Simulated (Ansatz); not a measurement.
Ideal-gas functions of ClFGaH$_{3}$O$_{2}$Si (`O[Si](O)(F)[GaH][Cl]`) at 800 K and 1 bar, from an Ansatz frequency run at PBE0-D4/def2-TZVP.

Molar mass 187.28 g/mol, point group C1 (symmetry number 1), electronic degeneracy 1, moments of inertia 196.684, 552.164, 621.313 u Å². Harmonic wavenumbers (cm⁻¹, unscaled): 27, 52, 119, 153, 189, 221, 256, 325, 338, 393, 433, 454, 607, 778, 819, 851, 938, 985, 2006, 3896, 3910.

Use S(trans) = R[1.5 ln M + 2.5 ln T − 1.1517]; rotational temperatures θ = 24.2544 K / I; S(rot) = R[ln(√π/σ · √(T³/θAθBθC)) + 1.5]; for each mode x = 1.438777 ν̃/T, S = R[x/(eˣ − 1) − ln(1 − e⁻ˣ)] and H = RT x/(eˣ − 1); 1 cm⁻¹ = 0.0119627 kJ/mol; R = 8.31446 J/(mol·K).

By hand: the entropy, in J/(mol·K).

Translation 194.6. Rotation: θ = 0.1233, 0.0439, 0.039 K, giving 135.8. Vibration, mode by mode: 33.47, 28.02, 21.15, 19.07, 17.33, 16.04, 14.84, 12.90, 12.58, 11.37, 10.60, 10.23, 7.99, 6.17, 5.81, 5.54, 4.89, 4.57, 1.06, 0.06, 0.06, in all 243.7. Electronic 0.0. Sum 574.1 J/(mol·K).

By hand: H − E and G − E in kJ/mol, counted from the electronic energy.

Zero-point energy ½ × 17750 × 0.0119627 = 106.2; thermal vibration 82.0; translation, rotation and pV give 4 RT = 26.6. H − E = 214.8 kJ/mol, and G − E = 214.8 − 800 × 574.1/1000 = -244.5 kJ/mol.

Vibration gives 42 % of the entropy, 82.6 J/(mol·K) of it from the modes under 150 cm⁻¹: soft modes count most, and the harmonic formula is weakest for them. The sum counts one conformer and one mirror image; others add a mixing term.
